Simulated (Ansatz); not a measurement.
`[CH3][Al]([C]#N)[C]#N` + `C[O][GeH3]` → `C[O][GeH2][C]#N` + `[CH3][AlH][C]#N`  (formal exchange of groups at a C–Al bond)

Isolated molecules relaxed with PBE0-D4/def2-TZVP in Ansatz; ΔE leaves out vibrations. CCSD(T)/CBS is the MP2 limit (def2-TZVPP, def2-QZVPP) plus CCSD(T) − MP2 in def2-TZVPP, frozen cores. This one scheme is used for every species. Functionals use def2-TZVPP. For Ge outer-core shells are correlated without core-valence functions, which leaves a few kJ/mol of doubt a bond. Scalar relativity is left out up to krypton. Each species was taken in one conformer, which may not be the lowest.

```json
{"level": "PBE-D4", "ΔE (kJ/mol)": "46.0", "difference from CCSD(T)/CBS": "0.1"}
{"level": "r2SCAN-D4", "ΔE (kJ/mol)": "49.2", "difference from CCSD(T)/CBS": "3.3"}
{"level": "B97M-V", "ΔE (kJ/mol)": "46.5", "difference from CCSD(T)/CBS": "0.6"}
{"level": "r2SCANh-D4", "ΔE (kJ/mol)": "48.6", "difference from CCSD(T)/CBS": "2.7"}
{"level": "CAM-B3LYP-D4", "ΔE (kJ/mol)": "46.5", "difference from CCSD(T)/CBS": "0.6"}
{"level": "B2PLYP", "ΔE (kJ/mol)": "46.4", "difference from CCSD(T)/CBS": "0.5"}
{"level": "revPBE", "ΔE (kJ/mol)": "46.3", "difference from CCSD(T)/CBS": "0.4"}
{"level": "BLYP", "ΔE (kJ/mol)": "48.2", "difference from CCSD(T)/CBS": "2.3"}
{"level": "r2SCANh", "ΔE (kJ/mol)": "48.6", "difference from CCSD(T)/CBS": "2.7"}
{"level": "r2SCAN0", "ΔE (kJ/mol)": "47.7", "difference from CCSD(T)/CBS": "1.8"}
{"level": "LC-ωPBE", "ΔE (kJ/mol)": "44.3", "difference from CCSD(T)/CBS": "-1.6"}
{"level": "RPA@PBE/def2-TZVPP", "ΔE (kJ/mol)": "42.0", "difference from CCSD(T)/CBS": "-3.9"}
{"level": "HF/def2-SVP", "ΔE (kJ/mol)": "46.5", "difference from CCSD(T)/CBS": "0.6"}
{"level": "HF/def2-TZVPP", "ΔE (kJ/mol)": "42.9", "difference from CCSD(T)/CBS": "-3.0"}
{"level": "HF/CBS(def2)", "ΔE (kJ/mol)": "43.5", "difference from CCSD(T)/CBS": "-2.4"}
{"level": "MP2/CBS(def2)", "ΔE (kJ/mol)": "46.6", "difference from CCSD(T)/CBS": "0.7"}
{"level": "CCSD(T)/CBS", "ΔE (kJ/mol)": "45.9", "difference from CCSD(T)/CBS": "0"}
```

Largest T1 diagnostic among the species: 0.013.

Leaving LDA and LC-ωPBE aside and taking each functional with its dispersion term where it has one, the values, not all of them listed here, spread over 5.2 kJ/mol, from ωB97X-V to r2SCAN-D4.
